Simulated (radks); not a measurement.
Problem. These are the eigenvalues of the occupied orbitals of an atom or ion with whole-number occupations (eV). Calculated with a radial shooting solver on a logarithmic mesh with Libxc functionals: Dirac Kohn-Sham, PBEsol, spin-unpolarised, spherical densities, finite nucleus; Fermi nuclear charge, rms radius of each element as measured or else 0.836 A^(1/3) + 0.57 fm.

| orbital | eigenvalue |
|---|---|
| 1s1/2 | -74749.58 |
| 2s1/2 | -13877.70 |
| 2p1/2 | -13333.14 |
| 2p3/2 | -11804.27 |
| 3s1/2 | -4038.777 |
| 3p1/2 | -3796.159 |
| 3p3/2 | -3460.011 |
| 3d3/2 | -3053.575 |
| 3d5/2 | -2980.924 |
| 4s1/2 | -1589.258 |
| 4p1/2 | -1485.700 |
| 4p3/2 | -1391.315 |
| 4d3/2 | -1221.532 |
| 4d5/2 | -1202.164 |
| 5f5/2 | -574.8767 |

Which element is it, and in what charge state? The configuration may be excited. Open shells, if any, fill j = l - 1/2 first.

Solution. Z = 76, osmium, charge +29: Os29+ in [Kr] 4d10 5f1. The list shows which subshells hold electrons but not how many an open one holds; the 1s level, -2747 hartree, gives Z - s = 74.1 by -(Z - s)^2/2, which with screening and relativity narrows Z to a few neighbours, and the depths of the outer levels then fix element, charge and occupations together.
